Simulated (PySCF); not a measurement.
# Property card for `C=C(C#CC)CO`

Species: C6H8O.
Structure used (GFN2-xTB), in Å, numbered top down from 1:
```
atom  x, y, z in Å
C1    -1.5444   -1.2031    0.8860
C2    -0.8704   -0.1778    0.3716
C3     0.5424   -0.1755    0.2699
C4     1.7396   -0.1509    0.1569
C5     3.1789   -0.1355    0.0344
C6    -1.5410    1.0714   -0.1587
O7    -2.9335    0.9678   -0.3042
H8    -2.6179   -1.1793    0.9693
H9    -1.0420   -2.0807    1.2537
H10    3.4964    0.7326   -0.5431
H11    3.5202   -1.0403   -0.4687
H12    3.6357   -0.0896    1.0230
H13   -1.3757    1.8929    0.5466
H14   -1.0665    1.3511   -1.1136
H15   -3.1264    0.2250   -0.8876
```

Some functional groups and rings: alkyne, C=C double bond and alcohol.

**GFN2-xTB geometry**

```
Point group of the GFN2-xTB geometry                  : C1
Rotational constants A, B, C of the GFN2-xTB geometry : 7.111, 1.181, 1.032 GHz
```

PBE0/def2-SVPD ground state and vertical TDDFT (core frozen in the response) (PySCF):

```
Dipole moment                                                     : 2.15 D
HOMO energy                                                       : -6.80 eV
LUMO energy                                                       : -0.63 eV
HOMO–LUMO gap                                                     : 6.17 eV
Lowest singlet excitation                                         : 5.29 eV (234 nm, f = 0.002)
Strongest line among the 6 lowest singlet transitions             : S2 at 5.62 eV (221 nm, f = 0.289)
Lowest triplet excitation (Tamm–Dancoff)                          : 3.49 eV
Static isotropic polarisability                                   : 80.7 au
Electronic spatial extent ⟨r²⟩ about the centre of nuclear charge : 1114 bohr²
```

**PBE0/pcSseg-1 ground state and GIAO shieldings, non-relativistic (PySCF)**

```
Lowest Hirshfeld atomic charge                              : -0.22 e on O7
Highest Hirshfeld atomic charge                             : +0.16 e on H15
13C chemical shifts (computed TMS as zero) by class         : 141.7 (C2), 124.2 (C1), 98.6 (C4), 84.2 (C3), 70.9 (C6), 5.6 (C5) ppm
1H chemical shifts (computed TMS as zero) by class          : 5.84 (H8), 5.83 (H9), 4.42 (H13/H14), 2.18 (H10/H11/H12), 0.14 (H15) ppm
Isotropic shieldings of nuclei other than C and H, by class : 299 (O7) ppm
Mayer bond orders between heavy atoms                       : C1–C2 1.94, C2–C3 1.04, C3–C4 2.34, C4–C5 1.23, C2–C6 1.00, C6–O7 0.96
```

Monoisotopic mass (most abundant isotopes): 96.0575 u.

The vertical singlet–triplet gap S1 − T1 is 1.80 eV (TDDFT singlet less Tamm–Dancoff triplet; S1: HOMO−1→LUMO, weight 0.95; T1: HOMO→LUMO, weight 0.94). The largest Löwdin shares of the LUMO are 0.29 on C1, 0.23 on C2, 0.14 on C4 and 0.10 on C3. With B = h/(8π²I), that is 505.379 GHz u Å² over I, the principal moments of inertia are 71.1, 427.9 and 489.7 u Å² (most abundant isotopes). The dipole matches unit charges of opposite sign 0.45 Å apart (1 e·Å = 4.8032 D). The principal polarisabilities are 54.2, 71.1 and 116.8 au; their mean is the isotropic value. No computed singlet falls in the visible range (750 to 380 nm, 1.65 to 3.26 eV); S1 lies 2.03 eV above its blue end. In wavenumbers S1 is 42700 cm⁻¹ (1 eV = 8065.54 cm⁻¹).

One conformer (not necessarily the lowest) at the GFN2-xTB geometry, without solvent, vibrations or thermal averaging.
